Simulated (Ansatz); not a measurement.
A geometry relaxed with Ansatz (a quantum-chemistry and plane-wave program) with PBE0-D3(BJ)/def2-TZVP, charge 0, multiplicity 1:

```xyz
8

H      1.1161    -1.5723     0.1542
C      0.8286    -0.5301     0.0464
C     -1.6859     0.1370     0.0069
H     -2.2370     0.1830    -0.9270
C     -0.4348    -0.1877     0.0260
N      2.7503     1.1690    -0.1605
C      1.8776     0.4227    -0.0693
H     -2.2149     0.3784     0.9233
```

### Question
Write the SMILES of this molecule.

### Answer
`C=C=CC#N`
